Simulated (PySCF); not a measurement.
Cartesian coordinates (Å):
```xyz
11

Zr     0.3023     0.2998     0.2703
F      0.0306     0.5326     2.1635
F      1.5229     1.5131    -0.5942
F     -1.1811    -0.3529    -0.7713
F      1.3882    -1.2824     0.2957
C     -2.6171     4.4419     0.2338
C     -1.7747     3.2577     0.2354
N     -1.0981     2.3082     0.2372
H     -3.6632     4.1613    -0.0032
H     -2.2548     5.1624    -0.5269
H     -2.5902     4.9252     1.2312
```
Charge 0, spin multiplicity 1.

Question: What charge on the central atom (Mulliken), total energy, LUMO, dipole moment, HOMO–LUMO gap and HOMO does TPSSh-D3(BJ)/def2-TZVP // BP86-D3(BJ)/def2-SVP (PySCF) give?

Answer: 
```
Property                                      Value
-------------------------------------  ------------
charge on the central atom (Mulliken)        1.75 e
total energy                           -579.7738 Ha
LUMO                                       -1.70 eV
dipole moment                                8.79 D
HOMO–LUMO gap                               7.96 eV
HOMO                                       -9.65 eV
```
